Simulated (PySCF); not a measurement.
CCl, SMILES Cl[C] (connectivity only; charge and spin as stated), neutral, multiplicity 2.

Geometry optimised at r2SCAN-D4/def2-TZVPD.

All values below come from PySCF with CAM-B3LYP/def2-TZVPD.

The molecule is in vacuum.

The total energy is -498.15659 hartree, the point group comes out as C∞v and the α spin, highest occupied and lowest empty level is -7.90 and -2.09 eV. The β spin, highest occupied and lowest empty level is -10.92 and -1.68 eV. The dipole moment is 1.46 D and the ⟨S²⟩ is 0.755 (pure state 0.75).
